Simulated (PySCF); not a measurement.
Species: C9H14O.
Structure used (PBE0-D3(BJ)/def2-SVP), in Å, numbered top down from 1:
```
atom  x, y, z in Å
O1     2.488   -0.496   -1.372
C2     1.955    0.404   -0.762
C3     1.287    0.230    0.537
C4     0.509    1.192    1.081
C5    -0.228    2.220    0.308
C6    -1.587    1.553   -0.032
C7    -1.507    0.128   -0.603
C8    -1.313   -1.048    0.395
C9     0.009   -1.831    0.364
C10    1.207   -1.162    1.074
H11    1.997    1.451   -1.152
H12    0.108    0.995    2.085
H13    0.286    2.487   -0.627
H14   -0.405    3.148    0.874
H15   -2.212    1.536    0.878
H16   -2.116    2.204   -0.749
H17   -0.729    0.087   -1.385
H18   -2.453   -0.043   -1.141
H19   -1.508   -0.696    1.424
H20   -2.112   -1.781    0.198
H21    0.292   -2.025   -0.684
H22   -0.156   -2.821    0.821
H23    2.123   -1.737    0.874
H24    1.032   -1.144    2.162
```

Computed with PBE0-D3(BJ)/def2-SVP geometry optimisation, gas phase (PySCF).

Masses are those of the commonest isotopes; rigid-rotor values at the optimised geometry. The values belong to one conformer with, in the numbering `[O:1]=[CH:2]/[C:3]1=[CH:4]\[CH2:5][CH2:6][CH2:7][CH2:8][CH2:9][CH2:10]1`, O1–C2–C3–C4 -168°, C3–C4–C5–C6 88°, C4–C5–C6–C7 -48°, C5–C6–C7–C8 81°, C6–C7–C8–C9 -113°.

(1) What are A, B and C (MHz)?

(2) Classify the top.

(3) Is it planar, by Δ = Ic − Ia − Ib?

(4) Give the other two planar moments, Paa and Pbb, and the rms extents of the mass along the axes.

(5) Predict some low-J microwave lines.

Results:

(1) Ia = 292.72, Ib = 405.90, Ic = 522.06 u·Å²; 505379 MHz·u·Å²/I gives A = 1727, B = 1245, C = 968.0 MHz.

(2) An asymmetric top. Ray's parameter κ = (2B − A − C)/(A − C) = -0.269; −1 is the prolate and +1 the oblate limit.

(3) Not planar: Δ = Ic − Ia − Ib = -176.55 u·Å². For a rigid frame Δ = −2 Σ m c², so Σ m c² = 88.28 u·Å² lies off the ab plane: 20.25 from hydrogen and 68.02 from heavier atoms. The atom farthest from that plane is 2.07 Å away.

(4) Paa = Σ m a² = (Ib + Ic − Ia)/2 = 317.62 and Pbb = Σ m b² = (Ia + Ic − Ib)/2 = 204.44 u·Å². With the mass M = 138.10 u, the rms extents √(P/M) along a, b and c are 1.52, 1.22, 0.80 Å.

(5) The dipole components are |μa| = 3.19 D, |μb| = 0.08 D, |μc| = 1.11 D. The squared components, which scale the intensities, stand as 1.00 : 0.00 : 0.12 (a : b : c). Some lines, for components of 0.1 D or more:

| type | branch | J(Ka,Kc) | MHz | lower level (cm⁻¹) |
| --- | --- | --- | --- | --- |
| c | Q | 1(1,1) ← 1(0,1) | 481 | 0.074 |
| a | Q | 2(1,1) ← 2(1,2) | 831 | 0.228 |
| c | Q | 2(2,1) ← 2(1,1) | 1444 | 0.256 |
| a | R | 1(0,1) ← 0(0,0) | 2213 | 0.000 |
| c | R | 1(1,0) ← 0(0,0) | 2972 | 0.000 |
| a | R | 2(1,2) ← 1(1,1) | 4149 | 0.090 |
| a | R | 2(0,2) ← 1(0,1) | 4337 | 0.074 |
| a | R | 2(1,1) ← 1(1,0) | 4703 | 0.099 |
| c | R | 2(1,1) ← 1(0,1) | 5462 | 0.074 |
| c | R | 2(2,0) ← 1(1,0) | 6237 | 0.099 |
| c | R | 2(2,1) ← 1(1,1) | 6425 | 0.090 |

Not checked by PBE0-D3(BJ)/def2-SVP frequencies. No vibrational averaging or centrifugal distortion is included, and the geometry carries the error of its method.
